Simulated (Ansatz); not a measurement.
Reaction (hydrogenolysis of the Al–F bond): `[F][Al]([F])[Br]` + H₂ → `[F][AlH][Br]` + H–F

Computed with Ansatz on PBE0-D4/def2-TZVP structures; ΔE is electronic, products minus reactants. CCSD(T)/CBS adds triple-zeta CCSD(T) − MP2 to the extrapolated MP2 energy (def2 sets, frozen cores). This one scheme is used for every species. Functionals use def2-TZVPP. B3LYP here is the variant with VWN-RPA as its local correlation; programs differ in this. HSE06 is defined as in plane-wave codes. For Br outer-core shells are correlated without core-valence functions, which leaves a few kJ/mol of doubt a bond. Scalar relativity is left out up to krypton.

```
             level  ΔE (kcal/mol)  difference from CCSD(T)/CBS
       LDA (SPW92)           33.8                         -2.8
            PBE-D4           34.9                         -1.7
           BLYP-D4           37.5                          0.9
         r2SCAN-D4           38.2                          1.6
            B97M-V           35.5                         -1.1
           PBE0-D4           34.4                         -2.2
          B3LYP-D4           36.8                          0.2
        r2SCANh-D4           37.7                          1.1
        r2SCAN0-D4           37.0                          0.4
          HSE06-D4           34.2                         -2.4
          BHLYP-D4           36.7                          0.1
      CAM-B3LYP-D4           36.8                          0.2
           ωB97X-V           35.9                         -0.7
               PBE           34.5                         -2.1
            revPBE           34.3                         -2.3
              BLYP           36.6                          0.0
            r2SCAN           38.1                          1.5
              PBE0           34.0                         -2.6
             B3LYP           36.2                         -0.4
           r2SCANh           37.6                          1.0
           r2SCAN0           36.8                          0.2
             HSE06           33.9                         -2.7
             BHLYP           36.1                         -0.5
         CAM-B3LYP           36.5                         -0.1
           LC-ωPBE           35.3                         -1.3
RPA@PBE/def2-TZVPP           35.4                         -1.2
       HF/def2-SVP           33.7                         -2.9
      MP2/def2-SVP           38.0                          1.4
     CCSD/def2-SVP           36.0                         -0.6
  CCSD(T)/def2-SVP           36.3                         -0.3
     HF/def2-TZVPP           35.1                         -1.5
    MP2/def2-TZVPP           37.7                          1.1
SCS-MP2/def2-TZVPP           37.3                          0.7
   CCSD/def2-TZVPP           35.9                         -0.7
CCSD(T)/def2-TZVPP           36.2                         -0.4
     HF/def2-QZVPP           35.7                         -0.9
    MP2/def2-QZVPP           38.1                          1.5
      HF/CBS(def2)           35.8                         -0.8
     MP2/CBS(def2)           38.0                          1.4
    CCSD/CBS(def2)           36.2                         -0.4
       CCSD(T)/CBS           36.6                            0
```

Q: What do rigid-rotor, harmonic-oscillator terms from PBE0-D4/def2-TZVP frequencies (298.15 K, 1 bar) make of the CCSD(T)/CBS value? (An estimate is asked.)

A: Ansatz gave: ΔZPE = +2.2 kcal/mol, ΔH = +38.3 kcal/mol, ΔS = 27 J/(mol·K), ΔG = +36.4 kcal/mol.

Largest T1 diagnostic among the species: 0.010.

From r2SCAN to r2SCAN0 (25 % exact exchange), in def2-TZVPP and without D4, ΔE moves by −1.2 kcal/mol. Leaving LDA and LC-ωPBE aside and taking each functional with its dispersion term where it has one, the values spread over 3.9 kcal/mol, from HSE06-D4 to r2SCAN-D4. In def2-TZVPP, CCSD(T) changes the Hartree–Fock value by +1.1 kcal/mol (the triples alone add +0.3 kcal/mol) and MP2 by +2.6 kcal/mol.
